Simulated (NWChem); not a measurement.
System: CH2ClF; SMILES FCCl

Here is an NWChem input.

```
start job
memory heap 200 mb stack 900 mb global 1100 mb
geometry units angstroms
  F      0.389191     1.505790     0.000000
  C     -0.571544     0.565043     0.000000
  Cl     0.131186    -1.062862     0.000000
  H     -1.185066     0.659826     0.907841
  H     -1.185066     0.659826    -0.907841
end
basis spherical
  * library sto-3g
end
dft
  xc hfexch
  iterations 150
end
driver
  maxiter 120
end
task dft optimize
task dft freq
```

NWChem printed, in part:

```
             Northwest Computational Chemistry Package (NWChem) 7.3.0
             --------------------------------------------------------

 CS  symmetry detected

                             Geometry "geometry" -> ""
                             -------------------------

 Output coordinates in angstroms (scale by  1.889725989 to convert to a.u.)

  No.       Tag          Charge          X              Y              Z
 ---- ---------------- ---------- -------------- -------------- --------------
    1 F                    9.0000     0.37509751     1.50419626     0.00000000
    2 C                    6.0000    -0.57553147     0.55323822     0.00000000
    3 Cl                  17.0000     0.14455138    -1.06706572     0.00000000
    4 H                    1.0000    -1.19003113     0.64146078     0.90784100
    5 H                    1.0000    -1.19003113     0.64146078    -0.90784100

 Effective nuclear repulsion energy (a.u.)     101.5275868794

      Symmetry information
      --------------------

 Group name             Cs
 Group number              2
 Group order               2
 No. of unique centers     4

                                Z-matrix (autoz)
                                --------

 Units are Angstrom for bonds and degrees for angles

      Type          Name      I     J     K     L     M      Value
      ----------- --------  ----- ----- ----- ----- ----- ----------
    1 Stretch                  1     2                       1.34463
    2 Stretch                  2     3                       1.77311
    3 Stretch                  2     4                       1.09980
    4 Stretch                  2     5                       1.09980
    5 Bend                     1     2     3               111.04897
    6 Bend                     1     2     4               109.77248
    7 Bend                     1     2     5               109.77248
    8 Bend                     3     2     4               107.47046
    9 Bend                     3     2     5               107.47046
   10 Bend                     4     2     5               111.26975

  xc_inp: hfexch multiplicative factor not found.

                           NWChem Geometry Optimization
                           ----------------------------

 maximum gradient threshold         (gmax) =   0.000450
 rms gradient threshold             (grms) =   0.000300
 maximum cartesian step threshold   (xmax) =   0.001800
 rms cartesian step threshold       (xrms) =   0.001200
 fixed trust radius                (trust) =   0.300000
 source of zmatrix                         =   autoz

          -------------------
          Energy Minimization
          -------------------

 Using diagonal initial Hessian
 Scaling for Hessian diagonals: bonds = 1.00  angles = 0.25  torsions = 0.10

          --------
          Step   0

                                 NWChem DFT Module
                                 -----------------

 Summary of "ao basis" -> "ao basis" (spherical)
 ------------------------------------------------------------------------------
       Tag                 Description            Shells   Functions and Types
 ---------------- ------------------------------  ------  ---------------------
 F                           sto-3g                  3        5   2s1p
 C                           sto-3g                  3        5   2s1p
 Cl                          sto-3g                  5        9   3s2p
 H                           sto-3g                  1        1   1s

      Symmetry analysis of basis
      --------------------------

        a'         16
        a"          5

            General Information
            -------------------
          SCF calculation type: DFT
          Wavefunction type:  closed shell.
          No. of atoms     :     5
          No. of electrons :    34
           Alpha electrons :    17
            Beta electrons :    17
          Charge           :     0
          Spin multiplicity:     1
          Use of symmetry is: on ; symmetry adaption is: on
          Maximum number of iterations: 150
          AO basis - number of functions:    21
                     number of shells:    13
          Convergence on energy requested:  1.00D-06
          Convergence on density requested:  1.00D-05
          Convergence on gradient requested:  5.00D-04

              XC Information
              --------------
                     Hartree-Fock (Exact) Exchange  1.000

      Superposition of Atomic Density Guess
      -------------------------------------

 Sum of atomic energies:        -590.66440330

      Non-variational initial energy
      ------------------------------

 Total energy =    -590.845691
 1-e energy   =   -1022.390219
 2-e energy   =     330.016941
 HOMO         =      -0.246943
 LUMO         =       0.351765

      Symmetry analysis of molecular orbitals - initial
      -------------------------------------------------

  Numbering of irreducible representations:

     1 a'          2 a"

  Orbital symmetries:

     1 a'          2 a'          3 a'          4 a'          5 a'
     6 a'          7 a"          8 a'          9 a'         10 a'
    11 a'         12 a"         13 a'         14 a"         15 a'
    16 a'         17 a"         18 a'         19 a'         20 a'
    21 a"

   convergence    iter        energy       DeltaE   RMS-Dens  Diis-err
 ---------------- ----- ----------------- --------- --------- ---------
 d= 0,ls=0.0,diis     1   -591.0598464160 -6.93D+02  4.61D-02  5.33D-01
 d= 0,ls=0.0,diis     2   -591.1606884588 -1.01D-01  1.02D-02  5.47D-02
 d= 0,ls=0.0,diis     3   -591.1691949012 -8.51D-03  4.03D-03  1.65D-03
 d= 0,ls=0.0,diis     4   -591.1697796185 -5.85D-04  4.61D-04  2.51D-05
 d= 0,ls=0.0,diis     5   -591.1697890155 -9.40D-06  1.10D-04  1.14D-06
 d= 0,ls=0.0,diis     6   -591.1697894313 -4.16D-07  1.07D-05  1.30D-08
 d= 0,ls=0.0,diis     7   -591.1697894359 -4.67D-09  2.38D-06  6.11D-10

         Total DFT energy =     -591.169789435931
      One electron energy =    -1021.720334270067
           Coulomb energy =      372.721804202097
    Exchange-Corr. energy =      -43.698846247349
 Nuclear repulsion energy =      101.527586879387

 Numeric. integr. density =        0.000000000000

                  Occupations of the irreducible representations
                  ----------------------------------------------

                     irrep           alpha         beta
                     --------     --------     --------
                     a'               13.0         13.0
                     a"                4.0          4.0

                       DFT Final Molecular Orbital Analysis
                       ------------------------------------

 Vector   15  Occ=2.000000D+00  E=-4.401991D-01  Symmetry=a'
              MO Center=  1.0D-01,  3.1D-01,  6.0D-17, r^2= 2.4D+00
   Bfn.  Coefficient  Atom+Function         Bfn.  Coefficient  Atom+Function
  ----- ------------  ---------------      ----- ------------  ---------------
    18      0.529899  3 Cl py                 4      0.504500  1 F  py
     3     -0.478582  1 F  px                17     -0.262213  3 Cl px
     9     -0.222412  2 C  py                 8      0.190761  2 C  px
    20     -0.164593  4 H  s                 21     -0.164593  5 H  s
    14     -0.149594  3 Cl py                16     -0.149941  3 Cl s

 Vector   16  Occ=2.000000D+00  E=-4.019009D-01  Symmetry=a'
              MO Center=  1.4D-01, -9.3D-01,  1.7D-16, r^2= 1.3D+00
   Bfn.  Coefficient  Atom+Function         Bfn.  Coefficient  Atom+Function
  ----- ------------  ---------------      ----- ------------  ---------------
    17      0.917579  3 Cl px                18      0.411258  3 Cl py
    13     -0.246751  3 Cl px                 4      0.193849  1 F  py
    14     -0.110690  3 Cl py                 3      0.079652  1 F  px
     8     -0.078756  2 C  px                20      0.072335  4 H  s
    21      0.072335  5 H  s

 Vector   17  Occ=2.000000D+00  E=-3.891083D-01  Symmetry=a"
              MO Center=  4.9D-03, -7.4D-01,  2.9D-17, r^2= 1.7D+00
   Bfn.  Coefficient  Atom+Function         Bfn.  Coefficient  Atom+Function
  ----- ------------  ---------------      ----- ------------  ---------------
    19      0.956199  3 Cl pz                15     -0.256062  3 Cl pz
     5      0.225333  1 F  pz                20     -0.215514  4 H  s
    21      0.215514  5 H  s                 10     -0.179502  2 C  pz

[...]

      ----------------------
      Optimization converged
      ----------------------

  Step       Energy      Delta E   Gmax     Grms     Xrms     Xmax
  ---- ---------------- -------- -------- -------- -------- --------
@    4    -591.17239291 -2.4D-07  0.00006  0.00003  0.00062  0.00125
                                     ok       ok       ok       ok

                                Z-matrix (autoz)
                                --------

 Units are Angstrom for bonds and degrees for angles

      Type          Name      I     J     K     L     M      Value     Gradient
      ----------- --------  ----- ----- ----- ----- ----- ---------- ----------
    1 Stretch                  1     2                       1.36746   -0.00005
    2 Stretch                  2     3                       1.82555    0.00004
    3 Stretch                  2     4                       1.10075   -0.00004
    4 Stretch                  2     5                       1.10075   -0.00004
    5 Bend                     1     2     3               110.50951    0.00006
    6 Bend                     1     2     4               111.21144   -0.00002
    7 Bend                     1     2     5               111.21144   -0.00002
    8 Bend                     3     2     4               106.81807   -0.00000
    9 Bend                     3     2     5               106.81807   -0.00000
   10 Bend                     4     2     5               110.08750   -0.00002

                         Geometry "geometry" -> "geometry"
                         ---------------------------------

 Output coordinates in angstroms (scale by  1.889725989 to convert to a.u.)

  No.       Tag          Charge          X              Y              Z
 ---- ---------------- ---------- -------------- -------------- --------------
    1 F                    9.0000     0.39813592     1.52485474     0.00000000
    2 C                    6.0000    -0.57968247     0.56891473     0.00000000
    3 Cl                  17.0000     0.15824046    -1.10084258     0.00000000
    4 H                    1.0000    -1.20631938     0.64018171     0.90216463
    5 H                    1.0000    -1.20631938     0.64018171    -0.90216463

 Effective nuclear repulsion energy (a.u.)      99.4288484809

      Symmetry information
      --------------------

 Group name             Cs
 Group number              2
 Group order               2
 No. of unique centers     4

                Final and change from initial internal coordinates
                --------------------------------------------------

                                Z-matrix (autoz)
                                --------

 Units are Angstrom for bonds and degrees for angles

      Type          Name      I     J     K     L     M      Value       Change
      ----------- --------  ----- ----- ----- ----- ----- ---------- ----------
    1 Stretch                  1     2                       1.36746    0.02284
    2 Stretch                  2     3                       1.82555    0.05244
    3 Stretch                  2     4                       1.10075    0.00095
    4 Stretch                  2     5                       1.10075    0.00095
    5 Bend                     1     2     3               110.50951   -0.53946
    6 Bend                     1     2     4               111.21144    1.43896
    7 Bend                     1     2     5               111.21144    1.43896
    8 Bend                     3     2     4               106.81807   -0.65239
    9 Bend                     3     2     5               106.81807   -0.65239
   10 Bend                     4     2     5               110.08750   -1.18226

 ==============================================================================
                                internuclear distances
 ------------------------------------------------------------------------------
       center one      |      center two      | atomic units |  angstroms
 ------------------------------------------------------------------------------
    2 C                |   1 F                |     2.58413  |     1.36746
    3 Cl               |   2 C                |     3.44978  |     1.82555
    4 H                |   2 C                |     2.08012  |     1.10075
    5 H                |   2 C                |     2.08012  |     1.10075
 ------------------------------------------------------------------------------
                         number of included internuclear distances:          4
 ==============================================================================

[second-derivative integrals and response iterations left out]

  Vibrational analysis via the FX method

  See chapter 2 in "Molecular Vibrations" by Wilson, Decius and Cross

  Vib: Default input used

[...]

 Rotational Constants
 --------------------
 A=   1.371579 cm-1  (  1.973352 K)
 B=   0.181514 cm-1  (  0.261152 K)
 C=   0.165462 cm-1  (  0.238058 K)

 Temperature                      =   298.15K
 frequency scaling parameter      =   1.0000

 Zero-Point correction to Energy  =   22.508 kcal/mol  (  0.035868 au)
 Thermal correction to Energy     =   24.534 kcal/mol  (  0.039097 au)
 Thermal correction to Enthalpy   =   25.126 kcal/mol  (  0.040040 au)

 Total Entropy                    =   62.898 cal/mol-K
   - Translational                =   38.550 cal/mol-K (mol. weight =  67.9829)
   - Rotational                   =   23.176 cal/mol-K (symmetry #  =        1)
   - Vibrational                  =    1.171 cal/mol-K

 Cv (constant volume heat capacity) =    8.483 cal/mol-K
   - Translational                  =    2.979 cal/mol-K
   - Rotational                     =    2.979 cal/mol-K
   - Vibrational                    =    2.524 cal/mol-K

[normal modes left out]

 ----------------------------------------------------------------------------
 Normal Eigenvalue ||           Projected Infra Red Intensities
  Mode   [cm**-1]  || [atomic units] [(debye/angs)**2] [(KM/mol)] [arbitrary]
 ------ ---------- || -------------- ----------------- ---------- -----------
    1       -0.000 ||    0.001234           0.028         1.203       0.948
    2       -0.000 ||    0.000927           0.021         0.904       0.712
    3       -0.000 ||    0.000000           0.000         0.000       0.000
    4       -0.000 ||    0.000015           0.000         0.015       0.012
    5        0.000 ||    0.001521           0.035         1.482       1.168
    6        0.000 ||    0.009933           0.229         9.683       7.630
    7      410.746 ||    0.004932           0.114         4.808       3.788
    8      907.287 ||    0.060998           1.407        59.464      46.855
    9     1110.820 ||    0.007150           0.165         6.970       5.492
   10     1351.188 ||    0.031344           0.723        30.556      24.077
   11     1400.614 ||    0.003247           0.075         3.166       2.494
   12     1573.639 ||    0.072657           1.676        70.830      55.811
   13     1766.927 ||    0.000259           0.006         0.252       0.199
   14     3552.650 ||    0.000991           0.023         0.966       0.761
   15     3678.079 ||    0.000069           0.002         0.068       0.053
 ----------------------------------------------------------------------------
```

Level: Hartree-Fock/STO-3G.
